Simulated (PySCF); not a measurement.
# Nuclear quadrupole coupling in `C#CC[C@@H](C/C=N\C)N[SiH3]`

C₇H₁₄N₂Si.
Atom-mapped SMILES: `[CH:1]#[C:2][CH2:3][C@@H:4]([CH2:5]/[CH:6]=[N:7]\[CH3:8])[NH:9][SiH3:10]` (hydrogens: H11 on C1; H12, H13 on C3; H14 on C4; H15, H16 on C5; H17 on C6; H18, H19, H20 on C8; H21 on N9; H22, H23, H24 on Si10)

Geometry (GFN2-xTB, Å), atoms numbered from 1 in this order:
```xyz
24
C7H14N2Si angstrom
C     -0.3020    1.3170    3.2145
C     -0.7653    0.5331    2.4379
C     -1.3089   -0.4042    1.4801
C     -0.7048   -0.2112    0.0719
C      0.8033   -0.5055    0.0954
C      1.4303   -0.1236   -1.2166
N      2.4852    0.5127   -1.4511
C      3.3510    1.0100   -0.4198
N     -1.3729   -1.0357   -0.8990
Si    -2.7229   -0.5249   -1.8298
H      0.0938    2.0013    3.9037
H     -2.3919   -0.2653    1.4156
H     -1.1127   -1.4257    1.8221
H     -0.8543    0.8320   -0.2274
H      1.2555    0.0380    0.9259
H      0.9538   -1.5788    0.2555
H      0.8661   -0.4392   -2.0897
H      3.3856    0.3912    0.4819
H      4.3522    1.0840   -0.8444
H      3.0278    2.0149   -0.1398
H     -1.2612   -2.0183   -0.6971
H     -3.9202   -0.1907   -1.0391
H     -3.0025   -1.6666   -2.6948
H     -2.2969    0.6751   -2.5484
```

Field gradients from the PBE0/pcSseg-1 density (PySCF, non-relativistic), principal values in atomic units, ordered |Vxx| ≤ |Vyy| ≤ |Vzz|:

| atom | Vxx | Vyy | Vzz |
| --- | --- | --- | --- |
| N7 | 0.4058 | 0.7469 | -1.1527 |
| N9 | 0.3352 | 0.7148 | -1.0499 |

Find the asymmetry η = (Vxx − Vyy)/Vzz and the couplings χ = eQV/h (234.96 MHz × Q in barn × V in au), with Q(14N) = 0.02044 b.

```
atom             environment  nucleus     η  χzz (MHz)  χxx (MHz)  χyy (MHz)
  N7          imine nitrogen      14N  0.30      -5.54       1.95       3.59
  N9  silicon-bound nitrogen      14N  0.36      -5.04       1.61       3.43
```

The tensor is traceless: Vxx + Vyy + Vzz = 0.

What is Vzz at N9 in SI units (1 au = 9.71736 × 10²¹ V/m²)?

-1.0499 au = -10.203 × 10²¹ V/m².

And the gradient at the other heavy atoms, for which no coupling is worked out here?

```csv
atom,environment,Vzz (au),η
C1,terminal alkyne carbon,-0.270,0.10
C2,alkyne carbon,-0.303,0.03
C3,propargylic carbon,0.112,0.50
C4,sp3 carbon bound to nitrogen,0.180,0.67
C5,chain CH2 carbon,0.065,0.90
C6,imine carbon,0.370,0.40
C8,N-methyl carbon,0.196,0.17
Si10,SiH3 silicon,0.308,0.27
```

What couplings would deuterons (Q(2H) = 0.00286 b) have in place of the hydrogens, at this geometry?

| atom | bonded to | bond length (Å) | Vzz (au) | η | χzz (kHz) |
| --- | --- | --- | --- | --- | --- |
| H11 | C1 | 1.049 | 0.3979 | 0.00 | 267 |
| H12 | C3 | 1.094 | 0.2974 | 0.02 | 200 |
| H13 | C3 | 1.095 | 0.2967 | 0.03 | 199 |
| H14 | C4 | 1.096 | 0.2857 | 0.05 | 192 |
| H15 | C5 | 1.091 | 0.2993 | 0.03 | 201 |
| H16 | C5 | 1.096 | 0.2996 | 0.02 | 201 |
| H17 | C6 | 1.086 | 0.3095 | 0.03 | 208 |
| H18 | C8 | 1.094 | 0.2985 | 0.06 | 201 |
| H19 | C8 | 1.090 | 0.3065 | 0.04 | 206 |
| H20 | C8 | 1.092 | 0.3045 | 0.04 | 205 |
| H21 | N9 | 1.009 | 0.4182 | 0.19 | 281 |
| H22 | Si10 | 1.473 | 0.1532 | 0.03 | 103 |
| H23 | Si10 | 1.459 | 0.1644 | 0.04 | 110 |
| H24 | Si10 | 1.462 | 0.1617 | 0.04 | 109 |

Isolated species at its GFN2-xTB geometry (one conformer only). GFN2-xTB frequencies show an imaginary mode (62i cm⁻¹), so this geometry is no minimum at that level. GFN2-xTB bond lengths can be off by several hundredths of an ångström, more for odd bonds, and the gradients follow them. The small basis limits the accuracy of the gradients.

These values come from a run that also computed NMR shieldings. Time: 1.9 min of wall time; peak memory 1.1 GiB. Hardware: one thread, Arm Neoverse N1 (aarch64), shared host with 64 logical CPUs at a one-minute load of 61.
